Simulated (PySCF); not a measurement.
The numbers are results of B3LYP-D3(BJ)/def2-TZVP // B3LYP-D3(BJ)/def2-SVP (PySCF), not measurements. Isolated molecules, 0 K electronic values unless said otherwise. One relaxed conformer stands for a flexible species; it need not be the lowest. B3LYP has the VWN-RPA correlation part, as in Gaussian. Excitations are Tamm–Dancoff values on a coarser integration grid. The basis has no diffuse functions, so Rydberg states are missing or too high.

Reference species (SMILES): `CO[Si]([SiH3])(OC)OC` (neutral, multiplicity 1).

- HOMO = -7.48 eV
- T1 excitation (TDA) = 5.96 eV

Changed species: `CO[Si](OC)(OC)OC` (0 of 4 OCH3 replaced by SiH3; the reference has 1 of 4 OCH3 replaced by SiH3).

Question: What does the change do to the HOMO and T1 excitation (TDA)?

Answer: the HOMO falls by 0.33 eV, to -7.81 eV; the T1 excitation (TDA) rises by 1.38 eV, to 7.34 eV.
